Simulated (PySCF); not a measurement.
C₅H₄N, charge -1, singlet, at a GFN2-xTB geometry (in this run its highest filled SCF level lies above zero, so its values depend strongly on the basis, on diffuse functions most of all); PBE/pcseg-1 run with PySCF.

Input for PySCF:
```python
from pyscf import gto, scf, dft

mol = gto.M(
    atom='''
N    -0.01597523   -0.02962172    1.38373483
C     0.01557545   -0.06582818   -1.36989980
C    -0.00521036    1.10543325    0.69612625
C    -0.01054599   -1.15662589    0.66382466
C     0.00511221   -1.33380566   -0.73772362
C     0.01077742    1.14303371   -0.68694833
H     0.02830252   -0.02508551   -2.46852276
H    -0.00972220    2.02524692    1.29071120
H    -0.02017221   -2.05150868    1.30507188
H     0.01916619    2.10545597   -1.20567905
''',
    basis='pcseg-1',
    charge=-1,
    verbose=4,
)

mf = dft.RKS(mol)
mf.xc = 'pbe'
mf.kernel()
```

Write the output that PySCF gives for this input, abridged.


```
PySCF version 2.14.0

[INPUT] verbose = 4
[INPUT] num. atoms = 10
[INPUT] num. electrons = 42
[INPUT] charge = -1
[INPUT] spin (= nelec alpha-beta = 2S) = 0
[INPUT] symmetry False subgroup None
[INPUT] Mole.unit = angstrom
[INPUT] Symbol           X                Y                Z      unit          X                Y                Z       unit  Magmom
[INPUT]  1 N     -0.015975230000  -0.029621720000   1.383734830000 AA   -0.030188809477  -0.055976938139   2.614879857722 Bohr   0.0
[INPUT]  2 C      0.015575450000  -0.065828180000  -1.369899800000 AA    0.029433334767  -0.124397231479  -2.588735440096 Bohr   0.0
[INPUT]  3 C     -0.005210360000   1.105433250000   0.696126250000 AA   -0.009846153410   2.088966091488   1.315487960621 Bohr   0.0
[INPUT]  4 C     -0.010545990000  -1.156625890000   0.663824660000 AA   -0.019929032812  -2.185706160681   1.254446802133 Bohr   0.0
[INPUT]  5 C      0.005112210000  -1.333805660000  -0.737723620000 AA    0.009660676791  -2.520527400795  -1.394095597423 Bohr   0.0
[INPUT]  6 C      0.010777420000   1.143033710000  -0.686948330000 AA    0.020366372129   2.160020663046  -1.298144205427 Bohr   0.0
[INPUT]  7 H      0.028302520000  -0.025085510000  -2.468522760000 AA    0.053484011435  -0.047404743595  -4.664831948655 Bohr   0.0
[INPUT]  8 H     -0.009722200000   2.025246920000   1.290711200000 AA   -0.018372295328   3.827162013419   2.439090673909 Bohr   0.0
[INPUT]  9 H     -0.020172210000  -2.051508680000   1.305071880000 AA   -0.038119952227  -3.876789547368   2.466228426071 Bohr   0.0
[INPUT] 10 H      0.019166190000   2.105455970000  -1.205679050000 AA    0.036218849951   3.978735150630  -2.278403198626 Bohr   0.0

nuclear repulsion = 196.551653338522
number of shells = 26
number of NR pGTOs = 178
number of NR cGTOs = 104
basis = pcseg-1
ecp = {}

******** <class 'pyscf.dft.rks.RKS'> ********
method = RKS
initial guess = minao
damping factor = 0
level_shift factor = 0
DIIS = <class 'pyscf.scf.diis.CDIIS'>
diis_start_cycle = 1
diis_space = 8
diis_damp = 0
SCF conv_tol = 1e-09
SCF conv_tol_grad = None
SCF max_cycles = 50
direct_scf = True
direct_scf_tol = 1e-13
XC library pyscf.dft.libxc version 7.1.2
    S. Lehtola, C. Steigemann, M. J. T. Oliveira, and M. A. L. Marques,  SoftwareX 7, 1–5 (2018)
XC functionals = pbe
    J. P. Perdew, K. Burke, and M. Ernzerhof,  Phys. Rev. Lett. 77, 3865 (1996)
    J. P. Perdew, K. Burke, and M. Ernzerhof,  Phys. Rev. Lett. 78, 1396 (1997)
    J. P. Perdew, K. Burke, and M. Ernzerhof,  Phys. Rev. Lett. 77, 3865 (1996)
    J. P. Perdew, K. Burke, and M. Ernzerhof,  Phys. Rev. Lett. 78, 1396 (1997)
radial grids:
    Treutler-Ahlrichs [JCP 102, 346 (1995); DOI:10.1063/1.469408] (M4) radial grids

becke partition: Becke, JCP 88, 2547 (1988); DOI:10.1063/1.454033
pruning grids: <function nwchem_prune>
grids dens level: 3
symmetrized grids: False
atomic radii adjust function: <function treutler_atomic_radii_adjust>
small_rho_cutoff = 0
Set gradient conv threshold to 3.16228e-05
Initial guess from minao.
tot grids = 123728
init E= -247.994598026281
  HOMO = -0.246808638859589  LUMO = -0.117627433910153  gap/eV = 3.51520
cycle= 1 E= -247.164305269761  delta_E= 0.83  |g|= 0.585  |ddm|= 3.61
  HOMO = 0.187993115862975  LUMO = 0.219160030430173  gap/eV = 0.84809
cycle= 2 E= -245.612886226572  delta_E= 1.55  |g|= 1.76  |ddm|= 15.1
  HOMO = 0.0376419228348097  LUMO = 0.160948378716633  gap/eV = 3.35534
cycle= 3 E= -247.17176304657  delta_E= -1.56  |g|= 0.575  |ddm|=   15
  HOMO = 0.0395164751790662  LUMO = 0.130163545547218  gap/eV = 2.46663
cycle= 4 E= -247.274137992838  delta_E= -0.102  |g|= 0.13  |ddm|= 0.771
  HOMO = 0.0623842348485573  LUMO = 0.135940723312  gap/eV = 2.00157
cycle= 5 E= -247.277777074379  delta_E= -0.00364  |g|= 0.0945  |ddm|= 0.365
  HOMO = 0.0661997425325422  LUMO = 0.142705826064514  gap/eV = 2.08184
cycle= 6 E= -247.279609032819  delta_E= -0.00183  |g|= 0.0437  |ddm|= 0.122
  HOMO = 0.0684514532207259  LUMO = 0.142785157145206  gap/eV = 2.02272
cycle= 7 E= -247.280073073161  delta_E= -0.000464  |g|= 0.00653  |ddm|= 0.0484
  HOMO = 0.0688271103203397  LUMO = 0.142783838549201  gap/eV = 2.01247
cycle= 8 E= -247.280075499692  delta_E= -2.43e-06  |g|= 0.00606  |ddm|= 0.0147
  HOMO = 0.0688435319840646  LUMO = 0.142780865690944  gap/eV = 2.01194
cycle= 9 E= -247.280085755638  delta_E= -1.03e-05  |g|= 0.00139  |ddm|= 0.00788
  HOMO = 0.0688214629261843  LUMO = 0.142845440132979  gap/eV = 2.01430
cycle= 10 E= -247.280086105242  delta_E= -3.5e-07  |g|= 0.000689  |ddm|= 0.00212
  HOMO = 0.0688829858773401  LUMO = 0.142829894001085  gap/eV = 2.01220
cycle= 11 E= -247.280086228781  delta_E= -1.24e-07  |g|= 3.88e-05  |ddm|= 0.00119
  HOMO = 0.0688815556968327  LUMO = 0.142831733520059  gap/eV = 2.01229
cycle= 12 E= -247.280086229198  delta_E= -4.17e-10  |g|= 1.16e-05  |ddm|= 8.24e-05
  HOMO = 0.0688801636196339  LUMO = 0.142832179925823  gap/eV = 2.01234
Extra cycle  E= -247.280086229021  delta_E= 1.77e-10  |g|= 2.64e-05  |ddm|= 6.85e-05
converged SCF energy = -247.280086229021
```
